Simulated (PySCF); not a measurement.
Rows and methods have been separated. Pair them.

Compound: (H2Al-mu-Cl)2.
Cartesian coordinates in Å at the PBE0-D3(BJ)/def2-SVP level; atoms count from 1:
```
atom  x, y, z in Å
Al1   -0.139   -0.974   -1.317
H2    -0.410   -0.249   -2.690
H3     0.016   -2.520   -1.051
Cl4   -1.610   -0.120    0.259
Al5    0.139    0.974    1.317
H6     0.410    0.246    2.688
H7    -0.016    2.521    1.054
Cl8    1.610    0.122   -0.260
```

The closed-shell ground state was solved 3 times with PySCF (density fitting, gas phase), always in the pcSseg-1 (pcSseg-2 on Al) basis (154 functions), with these functionals: B3LYP, PBE and PBE0.

```csv
row,total energy (Eh),HOMO (eV),LUMO (eV)
P,-1407.1304,-7.19,-1.77
Q,-1407.8756,-8.28,-1.18
R,-1407.2526,-8.49,-1.02
```

Task: Which functional belongs to which row?

Result: P = PBE, Q = B3LYP, R = PBE0. By rising HOMO–LUMO gap: PBE (GGA) 5.42 eV; B3LYP (global hybrid, 20 % exact exchange) 7.10 eV; PBE0 (global hybrid, 25 % exact exchange) 7.47 eV. Total energies of different functionals aren't bounds to one another; each is stationary for its own functional.

One conformer stands for the species.
